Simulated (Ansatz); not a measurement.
Basis-set series for C$_{2}$H$_{8}$AlFS, SMILES `[CH3][Al-]([CH3])([F])[SH2+]`. The species carries charge 0 and has multiplicity 1. Geometry: relaxed with PBE0-D4/def2-TZVP. It is one conformer, not always the lowest.

```csv
functional,basis,functions,energy (Eh),HOMO (eV),LUMO (eV)
PBE0-D4,def2-TZVPP,289,-821.25092,-7.35,-0.54
PBE0-D4,def2-QZVPP,551,-821.28166,-7.37,-0.62
ωB97M-V,def2-TZVPP,289,-821.57622,-9.60,1.44
ωB97M-V,def2-QZVPP,551,-821.60550,-9.62,0.88
```

Task: Give the rows for def2-SVP. (Best estimate.)

Result: Ansatz gave: 
| functional | basis | functions | energy (Eh) | HOMO (eV) | LUMO (eV) |
| --- | --- | --- | --- | --- | --- |
| PBE0-D4 | def2-SVP | 118 | -820.81029 | -7.28 | -0.08 |
| ωB97M-V | def2-SVP | 118 | -821.12799 | -9.52 | 1.93 |

Positive LUMOs are unbound and depend on the basis.
